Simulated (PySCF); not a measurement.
Lowest singlet excitation (eV) of eight silicon and germanium compounds: TDA-PBE beside TDA-LC-ωPBE, computed with PySCF for isolated molecules in the bases named; differences from unrounded values. The eight are the first of their class met in an unordered collection, after screening for sound electronic states; none was chosen by its value. Each molecule has one DFT geometry for both levels.

| molecule | basis | TDA-LC-ωPBE | TDA-PBE | difference |
|---|---|---|---|---|
| C3H6ClFSi, SMILES C/C(Cl)=C/[SiH2]F | def2-SVPD | 6.91 | 5.86 | -1.06 |
| Ge(H)(Br)2(Me) (CH4Br2Ge), SMILES [CH3][GeH]([Br])[Br] | def2-SVPD | 6.31 | 5.10 | -1.22 |
| CH12OSi4, SMILES O[Si@H](C[SiH3])[SiH2][SiH3] | def2-SVPD | 6.72 | 5.65 | -1.07 |
| H8N2OSi2, SMILES N[SiH2][Si@@H](N)O | def2-SVPD | 6.29 | 4.87 | -1.42 |
| C₂H₁₀O₂Si₂, SMILES C[C@H](O)[SiH2]O[SiH3] | def2-SVPD | 7.07 | 4.91 | -2.16 |
| C₂H₁₀Si₃, SMILES C=C[SiH2][SiH2][SiH3] | def2-SVPD | 6.64 | 5.21 | -1.43 |
| C3H13NSi2, SMILES CNC(C)([SiH3])[SiH3] | def2-SVPD | 6.64 | 4.78 | -1.86 |
| C3H6F2Si, SMILES C/C=C(\F)[SiH2]F | def2-SVPD | 6.97 | 5.31 | -1.66 |

TDA-PBE lies below TDA-LC-ωPBE in 8 and above it in 0 of the eight; the mean signed difference is -1.48 and the largest -2.16 eV.
